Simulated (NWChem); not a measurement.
## A calculation on ClLi

SMILES: [Li][Cl]
```xyz
2

Li     0.0000     0.0000    -1.7006
Cl     0.0000     0.0000     0.3001
```
Charge 0, spin multiplicity 1.

The numbers come from NWChem runs, not from measurements. All single points use one geometry, from B3LYP/def2-SVP, a minimum by its harmonic frequencies.

The field's frequency is 0.0773 Ha (589 nm).

The structure started from a generated list of species.

Give the polarisability tensor in bohr³ at HF/aug-cc-pVDZ, in the frame of the coordinates, and its isotropic mean.


```
23.06   0.00   0.00
 0.00  23.06   0.00
 0.00   0.00  24.18
```
Mean (one third of the trace): 23.43 bohr³.
